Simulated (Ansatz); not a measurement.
`C=C1C[SiH]1CF` and `C=C1C[SiH2]1` differ in one atom or group.

Ansatz, PBE0-D4/def2-TZVP geometries, multiplicity 1. Each molecule was computed in one conformer, which needn't be the lowest.

| property | `C=C1C[SiH]1CF` |
| --- | --- |
| HOMO–LUMO gap (PBE/def2-TZVPP) / eV | 4.55 |
| HOMO energy (PBE/def2-TZVPP) / eV | -6.18 |
| LUMO energy (B3LYP/def2-TZVPP) / eV | -0.86 |
| size of the dipole moment (B3LYP/def2-TZVPP) / D | 1.65 |
| HOMO–LUMO gap (ωB97M-V/def2-TZVPP) / eV | 10.93 |
| LUMO energy (PBE/def2-TZVPP) / eV | -1.64 |

(1) What does the change do to each property? (An estimate is asked.)

Results:

(1) The calculation gave: 
```
                                        property  `C=C1C[SiH2]1`  shift
             HOMO–LUMO gap (PBE/def2-TZVPP) / eV            4.57   0.02
               HOMO energy (PBE/def2-TZVPP) / eV           -6.13   0.05
             LUMO energy (B3LYP/def2-TZVPP) / eV           -0.76   0.10
size of the dipole moment (B3LYP/def2-TZVPP) / D            0.22  -1.43
         HOMO–LUMO gap (ωB97M-V/def2-TZVPP) / eV           10.97   0.04
               LUMO energy (PBE/def2-TZVPP) / eV           -1.56   0.08
```

Dipoles are sizes alone; their direction can turn.

B3LYP here is the variant with VWN-RPA as its local correlation; programs differ in this.
